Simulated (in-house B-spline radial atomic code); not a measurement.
Hg⁺. Computed with a B-spline radial atomic code. Model: non-relativistic spherical atom: semilocal Troullier-Martins pseudo-atom, one channel per l, against all electrons, high spin, G0W0 and RPA with empty states to l = 8, local potential for every l without a channel, a model core (radius 0 = none) keeps its share of the functional.

The core holds an angular momentum without a channel of its own, so the local potential lets valence electrons into it.

Without relativity these are model numbers for so heavy an element.

What the tables leave out is listed at the end.

The pseudopotential gives back the lowest level of each angular momentum of its own functional in the configuration it was made in; a second state of the same l is only approximately right. Exact exchange, RPA and GW see the smooth pseudo-orbitals and miss the exchange with the core, for which the functional's share stands in. The column with an uncorrelated core keeps all orbitals and exact exchange, and so separates missing core correlation from pseudisation. Only the three outermost levels and the lowest empty one were computed. RPA here is direct RPA, with no exchange kernel, and its energies carry an (l + 1/2)⁻⁴ tail. A hybrid on a potential with a model core restores only its own semilocal share of the core's exchange.

Command:
```bash
python run_psgw.py task.json out
```
Settings (lengths in bohr, energies in hartree):
```
Z                      80
electrons              79
configuration          [Xe] 4f14 5d10 6s1
generated_in           [Xe] 4f14 5d10 6s1
functional             lda,vwn
core_shells            10
radius_factor          1.15
core_correction        True
ion_configuration      [Xe] 4f14 5d10
```

Cost of the run: 99 s on 1 thread of Arm Neoverse N1, with other jobs on the host.

Given: made with LDA VWN5; model core radius 0.743 bohr; local radius 1.085 bohr; mean-field start LDA VWN5.

Valence shells of the generating configuration: 5s, 5p, 5d, 6s.

Channel: s 1.043, p 1.115, d 1.324 (radii in bohr).

Computed: largest level miss in the spin-unpolarised generating configuration 0.131 eV; valence RPA correlation energy all-electron orbitals -1.1115 hartree; all-electron RPA polarisability, core included 21.114 bohr³; pseudo-atom RPA polarisability 20.67 bohr³; ionisation by mean-field all-electron 16.566 eV; ionisation by mean-field pseudo minus all 0.162 eV; ionisation by RPA pseudo minus all 0.125 eV.

```
          level  occupied  mean-field all-electron (eV)  mean-field pseudo minus all (eV)  G0W0 all-electron (eV)  G0W0 uncorrelated core minus all (eV)  G0W0 pseudo minus all (eV)  exchange self-energy all-electron (eV)  exchange self-energy pseudo (eV)
          6s up         1                       -12.913                             -0.13                 -16.496                                  0.072                      -0.188                                 -12.764                           -11.729
        5d down         ?                             ?                                 ?                       ?                                      ?                           ?                                       ?                                 ?
          5d up         1                       -20.669                            -0.003                 -26.692                                  0.124                      -0.268                                 -36.023                           -30.532
6s down (empty)         0                       -12.155                            -0.135                 -8.7988                                  0.067                      -0.144                                 -4.0149                           -2.9018
```

(1) What belongs in the row 5d down?

(2) What is the valence RPA correlation energy pseudo?

(3) What is the ionisation by RPA all-electron?

Given: mean-field start PBE0.

Computed: valence RPA correlation energy pseudo -1.2126 hartree; all-electron RPA polarisability, core included 19.588 bohr³; pseudo-atom RPA polarisability 19.47 bohr³; ionisation by mean-field all-electron 15.881 eV; ionisation by mean-field pseudo minus all 0.065 eV; ionisation by RPA all-electron 16.213 eV.

| level | occupied | mean-field all-electron (eV) | mean-field pseudo minus all (eV) | G0W0 all-electron (eV) | G0W0 uncorrelated core minus all (eV) | G0W0 pseudo minus all (eV) | exchange self-energy all-electron (eV) | exchange self-energy pseudo (eV) |
| --- | --- | --- | --- | --- | --- | --- | --- | --- |
| 6s up | 1 | -13.246 | -0.056 | -16.297 | 0.07 | -0.061 | -12.397 | -11.353 |
| 5d down | ? | ? | ? | ? | ? | ? | ? | ? |
| 5d up | 1 | -22.442 | -0.029 | -26.869 | 0.115 | -0.074 | -36.169 | -30.664 |
| 6s down (empty) | 0 | -10.489 | -0.054 | -8.5669 | 0.064 | -0.054 | -3.6131 | -2.5944 |

(4) What belongs in the row 5d down?

(5) What is the valence RPA correlation energy all-electron orbitals?

(6) What is the ionisation by RPA pseudo minus all?

## Answers

(1) occupied: 1; mean-field all-electron (eV): -20.46; mean-field pseudo minus all (eV): 0.001; G0W0 all-electron (eV): -26.458; G0W0 uncorrelated core minus all (eV): 0.13; G0W0 pseudo minus all (eV): -0.271; exchange self-energy all-electron (eV): -36.008; exchange self-energy pseudo (eV): -30.43.

(2) -1.2849 hartree.

(3) 16.357 eV.

(4) occupied: 1; mean-field all-electron (eV): -22.222; mean-field pseudo minus all (eV): -0.025; G0W0 all-electron (eV): -26.674; G0W0 uncorrelated core minus all (eV): 0.141; G0W0 pseudo minus all (eV): -0.067; exchange self-energy all-electron (eV): -36.229; exchange self-energy pseudo (eV): -30.625.

(5) -1.0554 hartree.

(6) 0.052 eV.

Among the listed levels the largest G0W0 shift of the pseudo-atom is -0.27 eV, for 5d down on the LDA VWN5 start, while leaving the core uncorrelated moves that level by +0.13 eV. So pseudisation and the lost core exchange, not the missing core correlation, make the error. Not in the tables (levels of low weight, unsolved or above zero; the highest and the empty levels are kept at any weight): no Hartree-Fock pseudo-atom is run with a model core.
